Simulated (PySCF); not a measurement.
**Xe (xenon, neutral) across methods**

[Xe], closed-shell 1S. All numbers are calculated (PySCF 2.14, a scalar-relativistic core potential, in aug-cc-pwCVTZ-PP with ECP28MDF).

| method | E (hartree) | mean ε 4d (eV) | mean ε 5s (eV) | mean ε 5p (eV) | Σ⟨r²⟩ (bohr²) | ⟨S²⟩ |
| --- | --- | --- | --- | --- | --- | --- |
| PBE0 | -329.3787 | -62.504 | -21.995 | -9.516 | 58.72 | 0.000 |
| LDA | -328.9199 | -58.777 | -20.068 | -8.375 | 58.94 | 0.000 |
| r2SCAN | -329.4886 | -60.026 | -20.509 | -8.585 | 58.59 | 0.000 |
| PBEsol | -329.0444 | -58.692 | -19.852 | -8.235 | 58.86 | 0.000 |
| wB97X-V | -329.3552 | -64.820 | -24.938 | -11.880 | 58.75 | 0.000 |
| revPBE | -329.4022 | -58.792 | -19.748 | -8.190 | 58.92 | 0.000 |
| UHF | -328.29867 | -72.497 | -27.476 | -12.417 | 59.16 | 0.000 |
| PBE | -329.3446 | -58.829 | -19.808 | -8.229 | 58.97 | 0.000 |

Q: Estimate the same row for B97-3.

A: E (hartree) = -329.4302; mean ε 4d (eV) = -62.710; mean ε 5s (eV) = -22.059; mean ε 5p (eV) = -9.537; Σ⟨r²⟩ (bohr²) = 58.63; ⟨S²⟩ = 0.000.

Energies and moments cover only the electrons outside the core potential.
